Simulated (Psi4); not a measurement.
Pair of molecules, SMILES [CH3][Al]([CH3])[CH3] with SMILES O (the first has 13 atoms); geometry from B3LYP-D3(BJ)/def2-TZVP, rigid monomers moved along the line of their centres of mass till Al2···O14 is 2.38 Å.
(charge 0, multiplicity 1):
```xyz
16

C      0.005     0.655    -1.102
Al     0.153    -0.071     0.736
C      1.933    -0.093     1.579
C     -1.158    -1.446     1.299
H      0.462    -0.026    -1.827
H      0.524     1.613    -1.224
H     -1.031     0.797    -1.429
H      1.880    -0.255     2.660
H      2.483     0.839     1.415
H      2.553    -0.899     1.172
H     -1.226    -1.548     2.388
H     -0.870    -2.434     0.924
H     -2.169    -1.261     0.920
O     -0.906     1.762     1.826
H     -1.702     1.482     2.297
H     -1.165     2.446     1.195
```

These are SAPT0/jun-cc-pV(D+d)Z (Psi4) values and carry that method's errors.

**Question.** Which attractive term is largest, and how does the interaction split up?

**Answer.** electrostatics -21.67, exchange 15.14, induction -7.39, dispersion -3.40, total -17.32 kcal/mol; the largest attraction is electrostatics.
